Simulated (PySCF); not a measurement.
# Simulated absorption spectrum

Compound: bromoketene, C₂HBrO.
Cartesian coordinates in Å at the PBE0-D3(BJ)/def2-SVP level; atoms count from 1:
```xyz
5
C2HBrO angstrom
O      2.0014   -0.3506   -0.0033
C      0.8743   -0.0772   -0.0053
C     -0.4069    0.2346   -0.0078
Br    -1.7088   -1.1174   -0.0131
H     -0.7265    1.2766   -0.0084
```

The calculation used TDDFT PBE0/def2-SVPD, vertical, gas phase, core orbitals frozen in the response in PySCF. The PBE0/def2-SVPD calculation is non-relativistic and has no spin–orbit coupling, an omission that weighs most on bromine.

Broadening: Gaussians 0.3 eV wide at half height, area fixed by f = 4.319×10⁻⁹ ∫ε dν̃. The width is an assumption, not a result. The curve ends short of the highest state used, and states not computed would add to its high-energy end.

E (eV), ε (L mol⁻¹ cm⁻¹) and a bar:
```
     2.35          0 
     2.46          0 
     2.58          3 
     2.70          8 #
     2.82         11 #
     2.94          6 
     3.05          2 
     3.17          0 
     3.29          0 
     3.41          0 
     3.52          0 
     3.64          0 
     3.76          0 
     3.88          0 
     3.99          0 
     4.11          0 
     4.23          0 
     4.35          0 
     4.46          0 
     4.58          0 
     4.70          3 
     4.82         39 ###
     4.93        171 ##############
     5.05        368 ##############################
     5.17        328 ###########################
     5.29        137 ###########
     5.40         78 ######
     5.52         84 #######
     5.64         53 ####
     5.76         30 ##
     5.88         48 ####
     5.99         54 ####
     6.11         27 ##
     6.23          7 #
     6.35         21 ##
     6.46         93 ########
```

(1) Where are the band maxima, and which computed states make them?

(2) Coming from long wavelengths, where does ε first pass 100 L mol⁻¹ cm⁻¹?

(3) On this curve, what absorbance would a 10⁻³ mol/L sample give at 222 nm over a 1 cm path?

(4) Does any computed singlet lie in the visible range?

Answers

(1) 443 nm (2.80 eV), ε about 11, made up of S1 (100%); 243 nm (5.09 eV), ε about 390, made up of S2 (100%); 225 nm (5.50 eV), ε about 85, made up of S3 (97%); 208 nm (5.96 eV), ε about 56, made up of S4 (100%) (ε in L mol⁻¹ cm⁻¹; maxima over ε = 5, shares over 10%). At its high-energy end, 6.46 eV, the curve is still rising (ε about 93, from S5). The states used: S1 2.80 eV (f 0.0001); S2 5.09 eV (f 0.0043); S3 5.51 eV (f 0.0009); S4 5.96 eV (f 0.0006); S5 6.63 eV (f 0.0025); S6 7.06 eV (f 0.094).

(2) At about 254 nm (4.88 eV), 2.09 eV above S1.

(3) 222 nm is 5.585 eV, where ε is about 71 L mol⁻¹ cm⁻¹, so A = ε c l ≈ 0.071 (Beer–Lambert, with the gas-phase spectrum and the assumed width).

(4) S1 lies in the visible range (380 to 750 nm), at 443 nm, dark in the vertical dipole picture (f under 0.0005); light of that wavelength is blue, and its complementary colour is yellow.
